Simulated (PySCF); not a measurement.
# Ionisation energy of P⁺ by level of theory

P⁺ [Ne] 3s2 3p2 (3P) → P²⁺ [Ne] 3s2 3p1 (2P), as a difference of total energies. Computed with PySCF 2.14 in aug-cc-pCVTZ-DK (8s7p5d3f, 75 functions), with the spin-free X2C one-electron Hamiltonian (Gaussian nucleus). Correlated levels: nothing frozen. The calculations carry no spin-orbit coupling.

```
                 method  ionisation energy (eV)
                    UHF                  19.151
    MP2 (all electrons)                  19.628
SCS-MP2 (all electrons)                  19.534
   CCSD (all electrons)                  19.662
CCSD(T) (all electrons)                  19.693
```

Q: How much does correlation contribute at CCSD(T) (all electrons)?

A: 19.693 − (19.151) = 0.542 eV, measured against UHF.

A first-order spin-orbit estimate (lowest level to lowest level, LS coupling) adds -0.007 eV.

Errors of the correlated levels include the incompleteness of this basis.

For comparison: 19.769 eV (semi-empirical (NIST evaluation); NIST Atomic Spectra Database, ionization energies).
